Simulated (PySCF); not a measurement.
**Two-component Hartree-Fock for I⁴⁰⁺ (iodine, charge +40)**

Start: [Ne] 3s2 3p1; 3p3/2 filled at m_j = +3/2. Calculated with PySCF 2.14 in an uncontracted even-tempered set (18 s from 8.5 bohr⁻², ratio 2.4; 14 p from 11 bohr⁻², ratio 2.4; 4 d from 38 bohr⁻², ratio 2.6; 4 f from 57 bohr⁻², ratio 2.6): generalised Hartree-Fock with the X2C-1e Hamiltonian and a Gaussian nucleus; one run each with spin-orbit coupling (SO) screened by Boettger's factors, then bare. This is a chosen level, not necessarily the ground level.

| spinor shell | electrons | ε, screened SO (eV) | ε, bare SO (eV) | weight of nominal j (bare SO) | rms radius, bare SO (bohr) |
| --- | --- | --- | --- | --- | --- |
| 1s1/2 | 2 | -35855.7 | -35855.6 | 1.000 | 0.0311 |
| 2s1/2 | 2 | -7630.6 | -7630.6 | 1.000 | 0.124 |
| 2p1/2 | 2 | -7318.4 | -7327.7 | 1.000 | 0.107 |
| 3s1/2 | 2 | -3019.4 | -3019.4 | 1.000 | 0.299 |
| 3p3/2 | 1 | -2851.3 | -2850.4 | 1.000 | 0.293 |

Problem. Where does 2p3/2 lie, and what is the 2p spin-orbit splitting (bare SO)?

Solution. At -7006.3 eV, 321.37 eV above 2p1/2.

| quantity | screened SO | bare SO |
| --- | --- | --- |
| E (hartree) | -5680.59827 | -5680.71148 |
| M_J | 3/2 | 3/2 |
| ⟨J²⟩ | 3.751 | 3.751 |
| ⟨L²⟩ | 2.008 | 2.008 |
| ⟨S²⟩ | 0.757 | 0.758 |

Each row is a mean over spinors that exchange with the open shell spreads, by up to 19.102 eV (3s1/2).

Breit and QED terms are absent; they matter most for the inner s and p1/2 levels.

Densities and radii are taken from the X2C orbitals without a picture-change correction, which distorts them close to the nucleus.
